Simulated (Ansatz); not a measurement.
F4Ge, singlet, geometry from GFN2-xTB. Base run: B3LYP/6-31G run with Ansatz (a quantum-chemistry and plane-wave program).

The Ansatz input:
Ansatz 0.2 input:
```yaml
crystal:
  periodic: [false, false, false]
  atoms:
    - {symbol: F, position_ang: [1.28249365, -1.06843622, -0.11172530]}
    - {symbol: Ge, position_ang: [-0.00000000, -0.00000000, -0.00000000]}
    - {symbol: F, position_ang: [0.58041552, 1.56903814, 0.00809899]}
    - {symbol: F, position_ang: [-1.01772117, -0.21135552, -1.31087792]}
    - {symbol: F, position_ang: [-0.84518800, -0.28924641, 1.41450423]}
basis:
  gaussian:
    orbitals: 6-31G
hamiltonian:
  xc: b3lyp
```

Variants of this job, named by their change:

| change | basis functions | E (Eh) |
|---|---|---|
| base | 65 | -2476.10895 |
| basis = STO-3G | 38 | -2446.60036 |
| basis = pcseg-0 | 58 | -2472.84533 |
| basis = 3-21G | 59 | -2464.37980 |
| basis = pc-1 | 83 | -2476.38786 |
| basis = cc-pVDZ | 83 | -2476.51764 |
| basis = 6-31G* | 95 | -2476.25829 |
| basis = aug-cc-pVDZ | 128 | -2476.57402 |
| basis = aug-pcseg-1 | 128 | -2476.25176 |
| basis = def2-SVPD | 130 | -2476.00852 |
| basis = pc-2 | 163 | -2476.80448 |
| basis = def2-TZVP | 172 | -2476.75140 |
| basis = def2-TZVPP | 172 | -2476.75140 |

Totals compare only among sets that treat the same electrons; sets with core potentials leave the core out.
